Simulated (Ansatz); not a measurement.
Consider the ligand exchange at the Si–C bond: `[SiH3][CH2][GaH][Cl]` + `[AsH3]` → `[SiH3][AsH2]` + `[CH3][GaH][Cl]`.

Gas-phase electronic energies from Ansatz, PBE0-D4/def2-TZVP geometries. CCSD(T)/CBS adds triple-zeta CCSD(T) − MP2 to the extrapolated MP2 energy (def2 sets, frozen cores). Functionals use def2-TZVPP. For As, Ga outer-core shells are correlated without core-valence functions, which leaves a few kJ/mol of doubt a bond. Scalar relativity is left out up to krypton. Each species was taken in one conformer, which may not be the lowest.

`[SiH3][CH2][GaH][Cl]`:

```xyz
10

Si   -0.785   -0.544    1.119
C    -0.379    0.688   -0.230
Ga    1.091    0.119   -1.380
Cl    3.060    0.560   -0.619
H     0.390   -0.737    2.009
H    -1.939   -0.090    1.940
H    -1.132   -1.862    0.517
H    -1.271    0.851   -0.843
H    -0.095    1.636    0.237
H     1.060   -0.620   -2.750
```

`[AsH3]`:

```xyz
4

As   -0.178   -0.386    0.473
H     0.499   -0.865   -0.803
H    -1.140    0.499   -0.307
H     0.819    0.752    0.638
```

`[SiH3][AsH2]`:

```xyz
7

Si   -0.498   -0.501    0.493
As    1.379    0.725   -0.260
H    -0.894    0.027    1.825
H    -0.095   -1.924    0.642
H    -1.662   -0.420   -0.426
H     0.519    1.933   -0.605
H     1.250    0.159   -1.668
```

`[CH3][GaH][Cl]`:

Cartesian coordinates in Å:
```
C -0.605 -0.469 -0.579
Ga 0.726 0.545 0.428
Cl 0.492 0.554 2.576
H -1.093 0.176 -1.314
H -1.358 -0.889 0.087
H -0.119 -1.280 -1.126
H 1.956 1.364 -0.072
```

CCSD(T)/CBS gives -21.6 kJ/mol.

(1) Another level gave -21.6 kJ/mol. Which?
A. RPA@PBE/def2-TZVPP
B. r2SCANh/def2-TZVPP
C. PBE/def2-TZVPP
D. ωB97M-V/def2-TZVPP

Largest T1 diagnostic among the species: 0.012.

Answers

(1) D. ωB97M-V -21.6, r2SCANh -26.4, PBE -31.5, RPA@PBE/def2-TZVPP -17.0 kJ/mol.

At CCSD(T), def2-SVP lies +5.3 kJ/mol from the extrapolated value and def2-TZVPP +1.6 kJ/mol. From BLYP to BHLYP (50 % exact exchange), in def2-TZVPP and without D4, ΔE moves by +4.6 kJ/mol.
